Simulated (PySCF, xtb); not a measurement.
C₃H₃N₂, SMILES [N]1N=CC=C1 (connectivity only; charge and spin as stated), charge -1, multiplicity 1.

GFN2-xTB (xtb 6.7.1) at its own geometry gives an orbital gap of 4.78 eV.

Geometry optimised at r2SCAN-D4/def2-SVPD. The spin state was assumed, not searched. The isomer is the one that the SMILES or the coordinates give; other isomers of the formula were not compared.

### Question
What does PBE0/def2-SVPD (PySCF) give? (An estimate is asked for; the answer gives what the named calculation found.)

### Answer
gap 6.37 eV (levels -1.10 and 5.27 eV).
